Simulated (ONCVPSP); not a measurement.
P: ONCV pseudisation with LDA (Perdew-Wang 92), non-relativistic reference atom.

P (Z = 15), optimised norm-conserving Vanderbilt (ONCV), made with ONCVPSP 4.0.1 (LDA (Perdew-Wang 92), non-relativistic). Core [Ne], reference 3s2 3p3. Waves: 3s: rc 1.48 bohr, ncon 4, nbas 7, qcut 4.6 1/bohr, 2 projectors, debl 1.1 Ha; 3p: rc 1.38 bohr, ncon 5, nbas 8, qcut 6.9 1/bohr, 2 projectors, debl 1.7 Ha. Local part: polynomial inside 1.22 bohr (lpopt 2, dvloc0 0 Ha). Core correction: none.

Results:

```json
{
 "Cutoffs needed": "38 Ha and 93 Ha (the cutoffs (Ha) at which the residual kinetic energy of the hardest occupied pseudo-wave falls to 1 and 0.1 mHa per electron) The cutoffs count occupied waves only; projector 2 of the p channel, the hardest unoccupied one, needs 113 Ha at the loose tolerance.",
 "Ghost test": "ghosts flagged at negative energy: p at -76.9 eV; GHOST(+) flagged for s at 147.3 eV; a true bound ghost makes a file unfit for plane-wave use",
 "Largest excitation error": "+113 meV (all-electron minus pseudo) for 3s2 3p0, out of 4 test configurations"
}
```

Generation and tests took about 2.6 s on one core of a shared server CPU.
